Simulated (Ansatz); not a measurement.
## Abstraction of F: GeF4 + SiH2(CH3)(SiH2) → GeF3 + CH7FSi2

Species: GeF4 (tetrafluorogermane) `[F][Ge]([F])([F])[F]`, singlet; SiH2(CH3)(SiH2), doublet; GeF3 `[F][Ge]([F])[F]`, doublet; CH7FSi2 `C[SiH2][SiH2]F`, singlet. A radical takes F: the energy is the difference in strength between the Ge–F bond broken and the Si–F bond made.

Shapes, held fixed at every level: PBE0-D4/def2-TZVP. Flexible molecules stand in one conformer, not always the lowest. Programs: Ansatz 0.2.0. The zero-point and thermal change to 298 K, harmonic and unscaled (PBE0-D4/def2-TZVP), is +3.3 kJ/mol.

```
             level                    kind  ΔH(298 K) (kJ/mol)  less CCSD(T)/def2-TZVPP
      MP2/def2-SVP     perturbation theory               -39.8                    +18.9
       HF/def2-SVP            Hartree–Fock               -54.7                     +4.0
     HF/def2-TZVPP            Hartree–Fock               -65.9                     -7.2
 PBE-D4/def2-TZVPP                     GGA               -83.5                    -24.8
wB97X-V/def2-TZVPP  range-separated hybrid               -78.2                    -19.5
  CCSD(T)/def2-SVP   coupled cluster or CI               -39.2                    +19.5
   CCSD/def2-TZVPP   coupled cluster or CI               -58.7                      0.0
CCSD(T)/def2-TZVPP   coupled cluster or CI               -58.7                      0.0
```

The highest level, CCSD(T)/def2-TZVPP, gives ΔH(298 K) = -58.7 kJ/mol; the levels span -83.5 to -39.2. The column of differences is taken from that level and isn't an error. No measured value is set beside it here. Open shells run unrestricted. Relativity is left out for Ge. Outer-core shells of Ge are correlated, in sets that cover them unevenly.
